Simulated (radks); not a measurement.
Values are calculated unless marked as measured or tabulated.
Spherical quantum dot in the effective-mass picture: electrons in a hard-walled sphere of radius 10.8, all in effective atomic units (hartree* = m*/eps^2 hartree, bohr* = eps/m* bohr), one dielectric constant everywhere. Level of theory: non-relativistic Kohn-Sham, LDA (Slater exchange, Perdew-Wang correlation), spin-polarised, spherical densities (a radial shooting solver with Libxc functionals). Levels are named by radial order and angular momentum (1s, 1p, 1d, 2s, ...), and open shells are averaged over m. Each electron was tried in the lowest free levels, single moves between levels near the top were tried too, and the lowest total energy was kept; such a search can miss a lower state. At N = 1 the Hartree and exchange-correlation terms need not cancel, so that row can carry a self-interaction error.

N,open shells,2S,E (hartree*),mu = E(N) - E(N-1) (hartree*),addition energy mu(N+1) - mu(N) (hartree*),rms radius (bohr*)
1,"1s(up 1, down 0)",1,0.0414878,0.041488,0.1276,5.885
2,none,0,0.210581,0.16909,0.1403,6.461
3,"1p(up 1, down 0)",1,0.519947,0.30937,0.1075,6.917
4,"1p(up 2, down 0)",2,0.936832,0.41689,0.1090,7.181
5,"1p(up 3, down 0)",3,1.46274,0.52591,0.1293,7.366
6,"1p(up 3, down 1)",2,2.11794,0.65521,0.1058,7.511
7,"1p(up 3, down 2)",1,2.87896,0.76102,0.1067,7.627
8,none,0,3.74672,0.86776,0.1437,7.725
9,"1d(up 1, down 0)",1,4.75818,1.0115,0.1054,7.824
10,"1d(up 2, down 0)",2,5.87509,1.1169,0.1056,7.907
11,"1d(up 3, down 0)",3,7.09763,1.2225,0.1057,7.979
12,"1d(up 4, down 0)",4,8.42587,1.3282,0.1057,8.043
13,"1d(up 5, down 0)",5,9.85982,1.4340,0.1268,8.099
14,"1d(up 5, down 1)",4,11.4206,1.5608,0.1040,8.150
15,"1d(up 5, down 2)",3,13.0854,1.6648,0.1042,8.196
16,"1d(up 5, down 3)",2,14.8545,1.7690,0.1043,8.238
17,"1d(up 5, down 4)",1,16.7278,1.8734,0.1044,8.278
18,none,0,18.7056,1.9778,0.1502,8.314
19,"1f(up 1, down 0)",1,20.8336,2.1280,0.1036,8.351
20,"1f(up 2, down 0)",2,23.0652,2.2316,0.1037,8.386
21,"1f(up 3, down 0)",3,25.4004,2.3353,0.1037,8.418
22,"1f(up 4, down 0)",4,27.8394,2.4389,0.1037,8.448
23,"1f(up 5, down 0)",5,30.3819,2.5426,0.1036,8.477
24,"1f(up 6, down 0)",6,33.0282,2.6462,0.1036,8.503
25,"1f(up 7, down 0)",7,35.7780,2.7498,0.1251,8.528
26,"1f(up 7, down 1)",6,38.6529,2.8749,0.1027,8.552
27,"1f(up 7, down 2)",5,41.6305,2.9776,0.1027,8.575
28,"1f(up 7, down 3)",4,44.7108,3.0803,-,8.596

All shells are closed at N = 2, 8, 18 (there: 1s2 1p6 1d10); the second difference of the energy has clear peaks (12 % above both neighbours; the first and last values, which can be the largest, are not judged, and half-filled shells can peak too) at N = 5, 8, 13, 18, 25.
